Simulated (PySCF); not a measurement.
Fe(OH2)6 (FeH12O6), SMILES [Fe+3](<-[OH2])(<-[OH2])(<-[OH2])(<-[OH2])(<-[OH2])<-[OH2] (connectivity only; charge and spin as stated), charge +3, multiplicity 6. Atoms are numbered in the order given.

```xyz
19

Fe     0.0000     0.0000     0.0000
O      0.0000     0.0000    -2.0437
H     -0.7845     0.0000    -2.6331
H      0.7845     0.0000    -2.6331
O      2.0437     0.0000     0.0000
H      2.6331     0.7845     0.0000
H      2.6331    -0.7845     0.0000
O      0.0000    -2.0437     0.0000
H      0.0000    -2.6331     0.7845
H      0.0000    -2.6331    -0.7845
O      0.0000     2.0437     0.0000
H      0.0000     2.6331    -0.7845
H      0.0000     2.6331     0.7845
O     -2.0437     0.0000     0.0000
H     -2.6331    -0.7845     0.0000
H     -2.6331     0.7845     0.0000
O      0.0000     0.0000     2.0437
H     -0.7845     0.0000     2.6331
H      0.7845     0.0000     2.6331
```
Charge +3, spin multiplicity 6.

Geometry: r2SCAN-D4/def2-SVP. The multiplicity is an assumed one; no other spin state was optimised. The isomer is the one that the SMILES or the coordinates give; other isomers of the formula were not compared.

All values below come from CAM-B3LYP/def2-SVP run with PySCF.

Atomic charges (e):

| atom | Mulliken | meta-Löwdin | Mulliken spin |
|---|---|---|---|
| Fe1 | ___ | 1.86 | 4.42 |
| O2 | ___ | -0.62 | 0.09 |
| H3 | ___ | 0.40 | 0.00 |
| H4 | ___ | 0.40 | 0.00 |
| O5 | ___ | -0.62 | 0.09 |
| H6 | ___ | 0.40 | 0.00 |
| H7 | ___ | 0.40 | 0.00 |
| O8 | ___ | -0.62 | 0.09 |
| H9 | ___ | 0.40 | 0.00 |
| H10 | ___ | 0.40 | 0.00 |
| O11 | ___ | -0.62 | 0.09 |
| H12 | ___ | 0.40 | 0.00 |
| H13 | ___ | 0.40 | 0.00 |
| O14 | ___ | -0.62 | 0.09 |
| H15 | ___ | 0.40 | 0.00 |
| H16 | ___ | 0.40 | 0.00 |
| O17 | ___ | -0.62 | 0.09 |
| H18 | ___ | 0.40 | 0.00 |
| H19 | ___ | 0.40 | 0.00 |

Q: Complete the blanks. (The exact figures need the calculation; the answer reports its results.)

A: 
- Fe1, Mulliken: 1.16
- O2, Mulliken: -0.28
- H3, Mulliken: 0.29
- H4, Mulliken: 0.29
- O5, Mulliken: -0.28
- H6, Mulliken: 0.29
- H7, Mulliken: 0.29
- O8, Mulliken: -0.28
- H9, Mulliken: 0.29
- H10, Mulliken: 0.29
- O11, Mulliken: -0.28
- H12, Mulliken: 0.29
- H13, Mulliken: 0.29
- O14, Mulliken: -0.28
- H15, Mulliken: 0.29
- H16, Mulliken: 0.29
- O17, Mulliken: -0.28
- H18, Mulliken: 0.29
- H19, Mulliken: 0.29
